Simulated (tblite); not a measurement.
C3H2NO4S (charge -1).
Cartesian coordinates in Å at the GFN2-xTB level; atoms count from 1:
```xyz
11
C3H2NO4S angstrom
N     -0.6023   -2.7914   -1.0023
C     -0.2899   -1.8118   -0.4812
C      0.0644   -0.6311    0.1763
C      1.0363    0.2436   -0.4274
O      1.2911    0.3780   -1.6102
O      1.6727    1.0123    0.5049
S     -1.7412    0.6071    0.0379
O     -2.5004    0.0521    1.1611
O     -1.2055    1.9407    0.3163
H      0.1222   -0.7053    1.2567
H      2.1580    1.7084    0.0419
```

Computed with GFN2-xTB (tblite): harmonic, unscaled wavenumbers at the GFN2-xTB geometry, gas phase. Against measured fundamentals such values can be off by several per cent, at times by over 20. One conformer, not necessarily the lowest.

Harmonic wavenumbers (cm⁻¹): 35.1, 75.0, 86.4, 110.8, 146.5, 212.5, 245.7, 378.3, 401.1, 471.9, 490.0, 503.0, 547.2, 642.3, 685.5, 840.0, 940.7, 1048.1, 1081.1, 1102.6, 1154.7, 1194.5, 1341.3, 1719.4, 2347.7, 3036.3, 3502.8.

A = 1652, B = 1381, C = 878.0 MHz; mass 147.970 u (most abundant isotopes); point group C1, symmetry number 1.

Task: What is the zero-point energy?

Result: Half the sum of the wavenumbers: 12170 cm⁻¹ = 34.80 kcal/mol.

Task: Give the ideal-gas entropy at 400 K and 1 bar in the rigid-rotor, harmonic-oscillator model (classical rotation).

Result: Translation 42.37, rotation 30.34, vibration 37.30: S = 110.0 cal/(mol K).

Task: And Cp and H(400 K) − H(0)?

Result: Cp = 38.92 cal/(mol K), of which vibrations give 30.97 (their classical limit is 27 R = 53.7); H(400 K) − H(0) = 10.37 kcal/mol without the zero-point energy, 7.19 from vibrations.

Task: How do the functions run with temperature in this model?

Result: 
```csv
T (K),S (cal/(mol K)),Cp (cal/(mol K)),H − H(0) (kcal/mol),G − H(0) (kcal/mol),ln q(vib)
150,80.1,23.2,2.42,-9.60,3.52
250,93.7,30.6,5.12,-18.31,6.15
298.15,99.4,33.6,6.66,-22.96,7.34
600,127.2,45.9,18.91,-57.43,13.95
900,147.0,51.6,33.63,-98.71,19.36
```

q(vib) and H(0) count from the zero-point level.

Task: Which modes carry the vibrational entropy at 400 K?

Result: 35.1 cm⁻¹: 6.10; 75.0 cm⁻¹: 4.60; 86.4 cm⁻¹: 4.32; 110.8 cm⁻¹: 3.83; 146.5 cm⁻¹: 3.28; 212.5 cm⁻¹: 2.57 cal/(mol K); the other 21 give 12.60 together.

Task: What must be added to the electronic energy to get the Gibbs energy at 400 K and 1 bar?

Result: ZPE + [H(400 K) − H(0)] − T·S = 34.80 + 10.37 − 44.00 = 1.17 kcal/mol.

Hindered rotation and anharmonicity are outside this model. Other conformers, if any are populated, would add a mixing term that is left out. The structure is chiral; the term R ln 2 for an equal mix with its mirror image is left out.
